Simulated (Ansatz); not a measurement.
Abridged output of a molecular run in Ansatz:

```
Functional definition: HF
1698 factors; integrals over basis functions are off by at most 9.4e-4 eV
mean field evaluation 1: about -13583.1597 eV, gradient 4.7e1 eV
mean field evaluation 2: about -13583.4440 eV, gradient 4.7e1 eV
mean field evaluation 4: about -13588.2258 eV, gradient 4.9e0 eV
mean field evaluation 8: about -13588.3010 eV, gradient 2.9e-1 eV
mean field -13588.30131947 eV, -499.3608630089 hartree, gradient 5.3e-6 eV, S^2 0.000000; 0 other end points of the search recorded, 0 dependent functions left out
9 core orbitals not correlated: weight in the atoms' cores, before any rotation towards them, 1.000 or more for the frozen orbitals, at most 0.000 for the correlated occupied ones
reference -13588.30131947 eV, -499.3608630089 hartree; 16, 16 occupied and 267, 267 virtual orbitals, 1698 factors
second order -25.25397324 eV of doubles, -0.00000000 eV of singles
cycle   1  -25.87545502 eV  change   -6.2e-1 eV  update   1.0e-1
cycle   2  -26.47946048 eV  change   -6.0e-1 eV  update   2.9e-2
cycle   3  -26.60684204 eV  change   -1.3e-1 eV  update   1.5e-2
cycle   4  -26.59760272 eV  change    9.2e-3 eV  update   3.2e-3
cycle   5  -26.59696861 eV  change    6.3e-4 eV  update   1.5e-3
cycle   6  -26.59741040 eV  change   -4.4e-4 eV  update   4.5e-4
cycle   7  -26.59718988 eV  change    2.2e-4 eV  update   1.8e-4
cycle   8  -26.59713778 eV  change    5.2e-5 eV  update   5.6e-5
cycle   9  -26.59715187 eV  change   -1.4e-5 eV  update   2.1e-5
perturbative correction -0.98006676 eV, -0.0360167890 hartree
Total energy: -13615.87853809 eV, -500.3743071010 hartree
```

Its atoms:

Cartesian coordinates in Å:
```
C -0.599 2.135 -0.588
Si -0.628 0.368 -1.180
O -0.580 -0.718 0.056
C 0.561 -0.944 0.845
N 0.492 -2.263 1.398
H -0.672 2.820 -1.437
H -1.437 2.336 0.084
H 0.328 2.361 -0.056
H 0.543 0.140 -2.080
H -1.886 0.081 -1.913
H 1.459 -0.767 0.226
H 0.586 -0.232 1.680
H 0.777 -2.969 0.733
H 1.056 -2.348 2.231
```

(1) Which basis set was used?
A. def2-SVP
B. def2-QZVPP
C. def2-TZVPPD
D. def2-TZVPP

(2) Write the keys of the input that set method, charge and spin (a neutral closed shell needs none for the last two).

## Answers

(1) D. It gives 292 functions.

(2) 
```yaml
correlation: {method: ccsd_t}
```
